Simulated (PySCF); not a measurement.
A calculated (LDA, PySCF 2.14, aug-cc-pVQZ-DK, scalar relativity by spin-free X2C-1e) atom or ion has these occupied shells.

```json
{"shell": "1s α", "electrons": "1", "orbital energy (eV)": "-2075.7", "rms radius, mean of both spins (bohr)": "0.120"}
{"shell": "1s β", "electrons": "1", "orbital energy (eV)": "-2075.4", "rms radius, mean of both spins (bohr)": "0.120"}
{"shell": "2s α", "electrons": "1", "orbital energy (eV)": "-173.12", "rms radius, mean of both spins (bohr)": "0.570"}
{"shell": "2s β", "electrons": "1", "orbital energy (eV)": "-172.73", "rms radius, mean of both spins (bohr)": "0.570"}
{"shell": "2p α", "electrons": "3", "orbital energy (eV)": "-124.63", "rms radius, mean of both spins (bohr)": "0.545"}
{"shell": "2p β", "electrons": "3", "orbital energy (eV)": "-124.16", "rms radius, mean of both spins (bohr)": "0.545"}
{"shell": "3s α", "electrons": "1", "orbital energy (eV)": "-14.785", "rms radius, mean of both spins (bohr)": "2.05"}
{"shell": "3s β", "electrons": "1", "orbital energy (eV)": "-12.327", "rms radius, mean of both spins (bohr)": "2.05"}
{"shell": "3p α", "electrons": "3", "orbital energy (eV)": "-6.286", "rms radius, mean of both spins (bohr)": "2.55"}
```

Q: Name the element and its charge.

A: P (phosphorus, neutral), in [Ne] 3s2 3p3, high-spin 4S determinant.
